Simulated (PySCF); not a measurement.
An excited-state job on `CCCBP`.

Computed with TDDFT PBE0/def2-SVPD, vertical, gas phase, core orbitals frozen in the response (PySCF 2.14.0, density-fitted response routines). Geometry: GFN2-xTB. The input is one job of a driver script: a line of settings, then coordinates in Å.

Input:
```
{"job": {"kind": "uv", "xc": "PBE0", "basis": "def2-SVPD", "nstates": 8, "ntriplets": 3}, "charge": 0, "multiplicity": 1}
C     -2.310719    -0.421768    -0.180965
C     -1.153689     0.369010     0.419045
C      0.206057    -0.169598    -0.038140
B      1.471873     0.535585     0.580615
P      3.093650     0.546588    -0.348135
H     -2.278212    -0.380884    -1.268097
H     -3.264862    -0.015476     0.147672
H     -2.260085    -1.465561     0.123841
H     -1.241581     1.416840     0.124609
H     -1.210859     0.327456     1.508647
H      0.257053    -1.230630     0.239907
H      0.239833    -0.163938    -1.133079
H      1.398198     1.142320     1.580903
H      3.968809     0.231300     0.671701
H      3.080120    -0.713254    -0.914542
```

**Question.** What does the run print?

**Answer.** 
```
coarse grid: 12168 points
cycle   1  E = -485.9126921984  dE =  1.777e-01  |g| = 3.572e-01  |ddm| = 4.683e+00
cycle   2  E = -485.9045938966  dE =  8.098e-03  |g| = 4.050e-01  |ddm| = 1.112e+00
cycle   3  E = -485.9510367282  dE = -4.644e-02  |g| = 3.223e-02  |ddm| = 4.934e-01
cycle   4  E = -485.9512847044  dE = -2.480e-04  |g| = 1.597e-02  |ddm| = 8.876e-02
cycle   5  E = -485.9513576423  dE = -7.294e-05  |g| = 3.476e-03  |ddm| = 3.200e-02
cycle   6  E = -485.9513608790  dE = -3.237e-06  |g| = 8.144e-04  |ddm| = 7.137e-03
final grid: 110480 points
cycle   7  E = -486.0099654985  dE = -3.380e-05  |g| = 7.529e-03  |ddm| = 9.574e-02
cycle   8  E = -486.0099586136  dE =  6.885e-06  |g| = 8.996e-03  |ddm| = 2.061e-02
cycle   9  E = -486.0099813171  dE = -2.270e-05  |g| = 4.231e-04  |ddm| = 1.112e-02
cycle  10  E = -486.0099813659  dE = -4.874e-08  |g| = 1.584e-04  |ddm| = 9.712e-04
cycle  11  E = -486.0099813725  dE = -6.634e-09  |g| = 3.842e-05  |ddm| = 2.822e-04
cycle  12  E = -486.0099813729  dE = -3.921e-10  |g| = 9.724e-06  |ddm| = 8.340e-05
converged SCF energy = -486.0099813729

Static polarisability (au): isotropic 80.375, principal 65.692 72.270 103.162

Singlet excitations
state   eV       nm        f      main configurations
  1   4.8676    254.7   0.08402   H->L 0.91
  2   5.8937    210.4   0.00394   H-1->L 0.65, H-2->L 0.31
  3   6.2406    198.7   0.06417   H-2->L 0.60, H-1->L 0.28
  4   6.6415    186.7   0.04311   H->L+1 0.91
  5   6.9648    178.0   0.04736   H->L+2 0.70, H->L+3 0.24
  6   6.9918    177.3   0.00171   H-3->L 0.93
  7   7.1352    173.8   0.00468   H-4->L 0.90
  8   7.5410    164.4   0.00800   H->L+3 0.59, H->L+2 0.24

Triplet excitations (Tamm-Dancoff, eV): 3.7613 5.2871 5.5320
```

The SCF starts on a coarse grid where the log names one; the energy can jump when the final grid takes over, and dE then counts from the start density on the new grid. H and L stand for HOMO and LUMO; the number after each pair is its weight.

**Question.** Which computed singlet has the largest oscillator strength, and what do all of them sum to?

**Answer.** State 1 at 4.87 eV (255 nm), f = 0.084; the 8 states sum to 0.257.

**Question.** Give S1 in cm⁻¹ and kJ/mol.

**Answer.** 4.8676 eV × 8065.54 = 39260 cm⁻¹; × 96.485 = 469.7 kJ/mol.

Main results: HOMO -7.31 eV, LUMO -1.32 eV; lowest singlet 4.87 eV; lowest triplet 3.76 eV (Tamm–Dancoff); mean polarisability 80.4 au.

**Question.** How long does this job take on one thread, Arm Neoverse N1 (shared host)?

**Answer.** About 39 s.

One conformer stands for the species.
Labels such as C1 count atoms from 1, the log's own numbers from 0.
